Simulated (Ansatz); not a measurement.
Saddle point of AlH$_{2}$SF$_{3}$, closed shell (AlF₃ ([F][Al]([F])[F]) + H₂S → AlHSF₂ ([F][Al]([F])[SH]) + HF (still joined by a long Al–F bond); bonds formed: F2–H5; dative contacts that become bonds: Al1–S6; bonds broken: H5–S6; bonds weakened to dative contacts: Al1–F2), PBE0-D4/def2-TZVP structure:

```
7
angstrom
Al -0.3142 -0.6840 0.2826
F -1.2601 0.6859 -0.5821
F -0.7428 -2.0934 -0.4323
F -0.4768 -0.4547 1.8979
H -0.2854 0.9811 -0.8894
S 1.4364 0.4040 -0.6847
H 1.6428 1.1610 0.4083
```

Energies are electronic, without zero-point energy. Barriers and step energies count from the start structure reached by relaxing down the imaginary mode; all methods use the PBE0-D4 structures, on which another method's saddle can fall below an end. Computed with Ansatz 0.2.0 (basis: def2-TZVPP, with def2-QZVPP for the basis limit); correlated methods freeze the cores. B3LYP uses VWN-RPA correlation. Extrapolation: Hartree–Fock as exp(−7.88 √X), correlation as X^−2.97.

```json
{"method": "SPW92", "barrier (kcal/mol)": "?", "step energy (kcal/mol)": "12.71"}
{"method": "PBE-D4", "barrier (kcal/mol)": "16.03", "step energy (kcal/mol)": "16.46"}
{"method": "BLYP-D4", "barrier (kcal/mol)": "?", "step energy (kcal/mol)": "20.07"}
{"method": "r2SCAN-D4", "barrier (kcal/mol)": "18.27", "step energy (kcal/mol)": "18.58"}
{"method": "B97M-V", "barrier (kcal/mol)": "21.05", "step energy (kcal/mol)": "20.50"}
{"method": "PBE0-D4", "barrier (kcal/mol)": "?", "step energy (kcal/mol)": "18.08"}
{"method": "B3LYP-D4", "barrier (kcal/mol)": "21.28", "step energy (kcal/mol)": "21.03"}
{"method": "r2SCAN0-D4", "barrier (kcal/mol)": "19.65", "step energy (kcal/mol)": "19.44"}
{"method": "BHLYP-D4", "barrier (kcal/mol)": "24.08", "step energy (kcal/mol)": "23.12"}
{"method": "CAM-B3LYP-D4", "barrier (kcal/mol)": "21.65", "step energy (kcal/mol)": "21.34"}
{"method": "wB97X-V", "barrier (kcal/mol)": "21.23", "step energy (kcal/mol)": "20.78"}
{"method": "wB97M-V", "barrier (kcal/mol)": "20.31", "step energy (kcal/mol)": "19.73"}
{"method": "B2PLYP", "barrier (kcal/mol)": "21.58", "step energy (kcal/mol)": "21.17"}
{"method": "PBE-QIDH", "barrier (kcal/mol)": "20.08", "step energy (kcal/mol)": "19.56"}
{"method": "RPA on PBE", "barrier (kcal/mol)": "22.07", "step energy (kcal/mol)": "21.64"}
{"method": "HF", "barrier (kcal/mol)": "30.36", "step energy (kcal/mol)": "27.89"}
{"method": "MP2", "barrier (kcal/mol)": "20.52", "step energy (kcal/mol)": "20.07"}
{"method": "CCSD", "barrier (kcal/mol)": "23.49", "step energy (kcal/mol)": "22.44"}
{"method": "CCSD(T)", "barrier (kcal/mol)": "21.77", "step energy (kcal/mol)": "21.04"}
```

Fill in the withheld barriers. (Judge from chemistry; the value comes from the calculation.)

Computed: BLYP-D4 19.90; SPW92 11.65; PBE0-D4 18.23 kcal/mol. Each is the energy of the saddle less that of the start structure, by the same method.

For comparison, the barrier by CCSD(T) at an estimated basis limit (MP2 extrapolated from triple and quadruple zeta, plus CCSD(T) − MP2 in triple zeta) is 21.72 kcal/mol.

No T1 diagnostic of these runs exceeds 0.013.

Exchanges of this kind with a chalcogen hydride build sulfide and selenide films.

Labels in which every atom is bracketed show which atoms are joined, not bond orders.

For scale, one of the runs: CCSD(T)/def2-TZVPP, 205 basis functions (an equivalent command: `ansatz run in.yaml --threads 4`). The run took 64 s on 4 CPU threads (shared host), with 2.7 GiB of host memory at its peak.
